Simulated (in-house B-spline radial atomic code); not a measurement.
Configurations of the holmium ion Ho⁵⁺, with energies counted from [Kr] 4d10 4f9 5s2 5p5. Method: scalar-relativistic (X2C) LC-wPBE, spin-polarised, spherical fractional occupations, exact exchange averaged over the configuration, Fermi nucleus of rms radius 5.2022 fm. Calculated with an all-electron radial atomic-structure program (B-spline basis). Shells without spins written out take the highest spin.

Occupations are held fixed; configurations that lie above the ionisation limit could autoionise.

```csv
configuration,E - E(ref) (eV),highest orbital,its <r> (bohr)
[Xe] 4f8,-13.077,4f down,0.7202
[Kr] 4d10 4f10 5s2 5p4,15.869,4f down,0.7588
[Kr] 4d10 4f9 5s2 5p4 6p1,49.637,6p up,2.873
[Kr] 4d10 4f9 5s2 5p4 6d1,60.468,6d up,3.598
[Kr] 4d10 4f8 5s2 5p5 6f1,60.516,6f up,5.006
[Kr] 4d9 4f9 5s2 5p6,145.87,4f down,0.7161
```

**Question.** Order these further configurations by energy, lowest first.
A. [Kr] 4d9 4f9 5s2 5p5 6d1
B. [Kr] 4d9 4f9 5s2 5p5 5d1
C. [Kr] 4d10 4f9 5s2 5p4 6f1
D. [Kr] 4d10 4f8 5s2 5p5 5f1
E. [Kr] 4d9 4f10 5s2 5p5

**Answer.** D (49.07 eV), C (71.236 eV), E (158.27 eV), B (179.08 eV), A (208.99 eV).

**Question.** How far above the reference does [Kr] 4d9 4f9 5s2 5p5 5f1 lie?

**Answer.** 208.38 eV; its least bound orbital is 5f up with <r> = 2.782 bohr.

**Question.** Is the reference the lowest configuration at this level of theory?

**Answer.** No: [Xe] 4f8 lies 13.08 eV lower with this functional.
